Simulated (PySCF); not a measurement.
## Radial density of I (iodine, neutral)

UHF, [Kr] 4d10 5s1 5p5 5d1, one real determinant (an excited configuration). All numbers are calculated (PySCF 2.14, scalar relativity through the core potential, in aug-cc-pwCVDZ-PP with ECP28MDF). This is the valence pseudo-density: the core potential removes the inner electrons and smooths the orbitals near the nucleus.

```
r (bohr)  4πr²ρ (e/bohr)  4πr²(ρα − ρβ)
 0.00323       2.640e-05         0.0000
 0.00544       7.197e-05         0.0000
 0.00915       0.0001842         0.0000
  0.0154       0.0004057         0.0000
  0.0259       0.0006978         0.0001
  0.0435        0.001063         0.0001
  0.0732        0.002222         0.0001
   0.123         0.01616         0.0003
   0.207          0.1961         0.0029
   0.349           3.163         0.0627
   0.586           22.85         0.3308
   0.986           18.05         0.0280
    1.66           4.646         1.3713
    2.79           2.251         0.8677
    4.69          0.3557         0.1764
    7.89        0.001835         0.0005
```

⟨L²⟩ = 7.93 against 12 for a pure F term, so this real determinant mixes terms. Energies and moments cover only the electrons outside the core potential. The outer electron is Rydberg-like, and this basis confines it to a smaller radius and binds it less than a complete one would.
